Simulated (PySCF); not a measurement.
Structure elucidation problem

An unknown has the formula C₇H₁₃NO. Its calculated NMR data are:

$^{1}$H NMR (300 MHz, computed): δ 6.11 (m, 1H), 6.06 (m, 1H), 4.59 (br, 1H), 3.15 (d, 3H), 2.24 (m, 2H), 1.29 (m, 2H), 1.12 (m, 3H).

$^{13}$C{$^{1}$H} NMR (computed): δ 168.1, 144.2, 135.4, 37.4, 28.9, 25.3, 17.2.

- GFN2-xTB geometry
- shielding tensors at PBE0/pcSseg-1 (GIAO)
- run in PySCF 2.14
- non-relativistic, single conformer, rapidly exchanging positions averaged, gas phase

References, each an isolated molecule treated in the same way: $^{1}$H (σ = 31.72 ppm), $^{13}$C (σ = 186.93 ppm) against TMS.

Task: Which of these isomers gave the spectra?
A. C=C(C)CCC(=O)NC
B. CCC/C=C\C(=O)NC
C. C[C@H](C#N)OC(C)(C)C

Result: B. 

1. Rings plus π bonds: 2 (no ring in the answer).
2. 7 carbon signals for 7 carbons: no two carbons are equivalent.
3. Carbon types of the structure: 1 × C, 2 × CH, 2 × CH2, 2 × CH3, leaving 1 H on heteroatoms.
4. δC 168.1: amide carbonyl carbon; it is a carbonyl in resonance with an O or N lone pair, the region of acids, esters and amides.
5. δC 144.2: β carbon of a C=C–C=O unit; conjugation with the carbonyl draws π density from the β position.
6. δC 135.4: α carbon of a C=C–C=O unit; an sp2 carbon of a C=C bond.
7. δC 17.2: methyl carbon; saturated and bonded to C and H only.
8. δH 3.15: hydrogen on a methyl carbon bonded to N; its carbon carries N, which withdraws density.

The others: C=C(C)CCC(=O)NC has carbons computed at 171.9, 155.8, 117.3, 39.3, 37.0, 26.3, 24.9, with a different DEPT pattern; C[C@H](C#N)OC(C)(C)C would give 5 carbon signals, not 7.

The OH or NH signal is concentration- and solvent-dependent in practice; the value given is the gas-phase one. Amide-type NH protons are broadened by 14N but still split neighbouring CH signals. Shifts are as computed. Against solution values, carbons near 30 ppm lie about +3 ppm off and those near 130 ppm about +5 ppm. Of 1211 compounds with measured shifts, 218 miss one by over three times the rms of a fit or turn the order of signals round; such compounds aren't used in these exercises. The C=O carbon of an acid or of an amide with N–H lies up to 10 ppm further downfield in solution, through hydrogen bonding that the calculation lacks. No couplings were computed; multiplicities are counted from neighbouring protons, with m where these are inequivalent, close in shift, in a saturated or five-membered ring or joined by F or P, and br s for small geminal =CH2 splittings.
